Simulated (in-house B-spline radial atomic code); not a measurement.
Configurations of Al³⁺, with energies counted from [He] 2s2 2p6. Method: non-relativistic RPBE, spin-polarised, spherical fractional occupations, point nucleus. Calculated with a radial B-spline atomic code at the basis-set limit. Shells without spins written out take the highest spin.

Occupations are held fixed; configurations that lie above the ionisation limit could autoionise.

| configuration | E - E(ref) (eV) | highest orbital | its <r> (bohr) |
| --- | --- | --- | --- |
| [He] 2s2 2p(2 up, 3 down) 3p(0 up, 1 down) | 84.213 | 3p down | 2.097 |
| [He] 2s2 2p5 3d1 | 94.382 | 3d up | 2.408 |
| [He] 2s1 2p6 3s1 | 113.89 | 3s up | 1.919 |

**Question.** Order these further configurations by energy, lowest first.
A. [He] 2s(0 up, 1 down) 2p6 3d(0 up, 1 down)
B. [He] 2s2 2p(3 up, 2 down) 3s(0 up, 1 down)
C. [He] 2s2 2p5 3s1
D. [He] 2s(1 up, 0 down) 2p6 3p(1 up, 0 down)

**Answer.** C (76.408 eV), B (76.727 eV), D (121.74 eV), A (131.79 eV).
